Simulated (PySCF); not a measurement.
KGa: frontier orbitals

ωB97X at R = 3.335 Å; K pcseg-1, Ga pcseg-1; no relativity (PySCF 2.14). State: ³Π (triplet), unpaired electrons σ ↑, π ↑. Only the outer orbitals are listed, counted within each symmetry.

```csv
spin,orbital,occ.,ε (eV),on K (%),main shells (%)
α,12σ,1,-11.25,6,94 Ga s
α,13σ,1,-4.61,36,"62 Ga p, 33 K s"
α,6π,1,-4.38,10,90 Ga p
α,14σ,0,-0.02,89,"70 K s, 18 K p, 12 Ga p"
α,6π,0,0.89,26,"74 Ga p, 23 K p"
α,15σ,0,1.92,100,"69 K s, 30 K p"
β,12σ,1,-9.94,5,95 Ga s
β,13σ,0,0.50,42,"56 Ga p, 35 K s"
β,6π,0,0.76,16,"84 Ga p, 9 K p"
β,6π,0,0.89,18,"82 Ga p, 9 K p, 8 K d"
```

Question: Which are the highest filled and the lowest empty level, where do they sit, and how wide is the gap?

Answer: Highest filled α 6π at -4.38 eV (in %: 90 Ga p); lowest empty α 14σ at -0.02 eV (in %: 70 K s, 18 K p, 12 Ga p); the gap at ωB97X is 4.36 eV.

- bond order (Mayer): 0.77
- ⟨S²⟩: 2.003
- charge on K (Mulliken, basis-dependent): 0.44
- charge on K (Löwdin, basis-dependent): 0.30
- dipole moment (positive dipole means K(−)Ga(+)): -8.57 D

Spin–orbit coupling is left out. The state was picked by a PBE0 search and need not be the measured ground state.
